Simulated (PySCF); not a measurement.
Geometry:
```tsv
atom	x (Å)	y (Å)	z (Å)
C1	3.655	-0.069	1.254
Si2	3.074	0.680	-0.391
C3	1.348	0.013	-0.770
C4	0.236	0.343	-0.115
Cl5	0.315	1.488	1.179
C6	-1.092	-0.240	-0.462
O7	-1.198	-0.918	-1.465
C8	-2.228	0.022	0.443
C9	-3.588	0.202	-0.203
C10	-3.294	-1.051	0.531
H11	3.681	-1.155	1.204
H12	2.996	0.207	2.072
H13	4.654	0.274	1.504
H14	3.947	0.258	-1.492
H15	3.025	2.144	-0.316
H16	1.211	-0.704	-1.569
H17	-2.018	0.595	1.333
H18	-3.613	0.161	-1.281
H19	-4.252	0.929	0.237
H20	-3.749	-1.216	1.496
H21	-3.120	-1.946	-0.046
```

[PySCF 2.14.0 with density-fitted response routines: shieldings: GIAO PBE0/pcSseg-1; structure optimised with GFN2-xTB; relativity neglected; fast rotation and ring inversion assumed for equivalent nuclei; a single conformation; in vacuum]

δ = σ(ref) − σ, references computed at the same level: 13C and 1H and 29Si against TMS; 35Cl vs HCl; 17O vs H2O.

```json
{"atoms": "Cl5", "nucleus": "35Cl", "count": "1", "Hirshfeld charge": "0.02", "δ (ppm)": "230"}
{"atoms": "C3", "nucleus": "13C", "count": "1", "Hirshfeld charge": "-0.13", "δ (ppm)": "144.1"}
{"atoms": "C9/C10", "nucleus": "13C", "count": "2", "Hirshfeld charge": "-0.07", "δ (ppm)": "17.7"}
{"atoms": "H14/H15", "nucleus": "1H", "count": "2", "Hirshfeld charge": "-0.08", "δ (ppm)": "?"}
{"atoms": "C4", "nucleus": "13C", "count": "1", "Hirshfeld charge": "0.01", "δ (ppm)": "?"}
{"atoms": "H18/H21", "nucleus": "1H", "count": "2", "Hirshfeld charge": "0.05", "δ (ppm)": "1.18"}
{"atoms": "Si2", "nucleus": "29Si", "count": "1", "Hirshfeld charge": "0.34", "δ (ppm)": "-54.5"}
{"atoms": "C1", "nucleus": "13C", "count": "1", "Hirshfeld charge": "-0.21", "δ (ppm)": "?"}
{"atoms": "H17", "nucleus": "1H", "count": "1", "Hirshfeld charge": "0.03", "δ (ppm)": "3.13"}
{"atoms": "O7", "nucleus": "17O", "count": "1", "Hirshfeld charge": "-0.22", "δ (ppm)": "572.8"}
{"atoms": "H19/H20", "nucleus": "1H", "count": "2", "Hirshfeld charge": "0.05", "δ (ppm)": "?"}
{"atoms": "C8", "nucleus": "13C", "count": "1", "Hirshfeld charge": "-0.06", "δ (ppm)": "?"}
{"atoms": "H11/H12/H13", "nucleus": "1H", "count": "3", "Hirshfeld charge": "0.04", "δ (ppm)": "0.37"}
{"atoms": "C6", "nucleus": "13C", "count": "1", "Hirshfeld charge": "0.15", "δ (ppm)": "199.7"}
{"atoms": "H16", "nucleus": "1H", "count": "1", "Hirshfeld charge": "0.05", "δ (ppm)": "7.82"}
```

**Question.** Fill in the missing shifts.

**Answer.** 
- C4: 155.8 ppm, α carbon of a C=C–C=O unit; the olefinic region
- C8: 18.5 ppm, three-membered-ring carbon; carbons of three-membered rings are unusually shielded
- C1: -8.5 ppm, methyl carbon bonded to Si; an electropositive neighbour leaves it electron-rich and shielded
- H14/H15: 4.54 ppm, hydrogen on a silicon bonded to 2 C
- H19/H20: 1.03 ppm, hydrogen on a three-membered-ring carbon; cyclopropane-type protons are shielded by the ring

Carbons that carry Cl, above all several Cl atoms, come out too deshielded, partly because spin–orbit coupling is missing. Shifts are as computed. Against solution values, carbons near 30 ppm lie about +3 ppm off and those near 130 ppm about +5 ppm; carbons on Cl a further +6 ppm. Of 1211 compounds with measured shifts, 218 miss one by over three times the rms of a fit or turn the order of signals round; such compounds aren't used in these exercises. Unscaled 17O shifts of doubly bonded oxygen tend to come out too high, by tens of ppm or more. Experimental scales use liquid or dissolved standards, which lie at an offset from isolated H2O (liquid H2O: subtract about 36 ppm).
